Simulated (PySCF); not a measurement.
# C₆ coefficients of unlike pairs at PBE0

Calculated with PySCF 2.14 from the dipole response of each species, C₆(A,B) = (3/π) ∫ α_A(iu) α_B(iu) du, in atomic units, from isotropic polarisabilities. For ions this is the dispersion term alone; charge-induced terms of lower order in 1/R come first.

```
species            configuration                                                                                              basis      relativity  α (bohr³)  C₆ (like pair)
     Zr        [Kr] 4d2 5s2 (3F)                               def2-TZVPPD with the def2 core potential (28 electrons) (6s4p3d2f1g)  core potential      123.1            1688
     W⁺   [Xe] 4f14 5d4 6s1 (6D)  aug-cc-pVTZ-PP with one added diffuse shell each of s, p, d, f, g type with ECP60MDF (7s7p6d4f3g)  core potential      36.41           312.5
   Bi³⁺  [Xe] 4f14 5d10 6s2 (1S)  aug-cc-pVQZ-PP with one added diffuse shell each of s, p, d, f, g type with ECP60MDF (8s8p6d4f3g)  core potential      9.916           58.41
    Sn⁺   [Kr] 4d10 5s2 5p1 (2P)                                                                       aug-cc-pVQZ-DK3 (9s8p6d3f2g)   spin-free X2C      27.36           209.3
```

(1) Estimate C₆ for Bi³⁺ with Zr.

No spin-orbit coupling is included.

The other pairs:

| pair | C₆ |
| --- | --- |
| Sn⁺, Zr | 549.3 |
| Bi³⁺, W⁺ | 125.9 |
| W⁺, Zr | 684.9 |
| Sn⁺, Bi³⁺ | 104.2 |
| Sn⁺, W⁺ | 255.3 |

Results:

(1) The integral gives 244.0. The combination rule 2 C_A C_B / (C_A α_B/α_A + C_B α_A/α_B) gives 229.0 and the geometric mean 314.0.
